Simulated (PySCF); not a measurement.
## SiSe⁺ at ωB97M-V

Level: ωB97M-V. basis Si def2-TZVPPD, Se def2-TZVPPD; no relativity; PySCF 2.14.

- state: ²Π (doublet), unpaired electrons π ↑
- bond length: 2.193 Å
- harmonic wavenumber: 486 cm⁻¹
- force constant: 2.89 mdyn/Å
- rotational constant Be: 0.1691 cm⁻¹
- anharmonicity ωexe: 1.30 cm⁻¹
- vibration–rotation constant αe: 0.000685 cm⁻¹
- well depth De to Si⁺ + Se: 3.81 eV
- dissociation energy D0: 3.78 eV
- bond order (Mayer): 1.64
- dipole moment (positive dipole points towards Se; it is taken about the centre of mass and depends on that origin): -4.28 D

Spin–orbit coupling is left out. For an ion De counts to the pair picked by the measured ionisation energies or electron affinities, which need not be the lowest pair at this level. The state was picked by a PBE0 search and need not be the measured ground state.
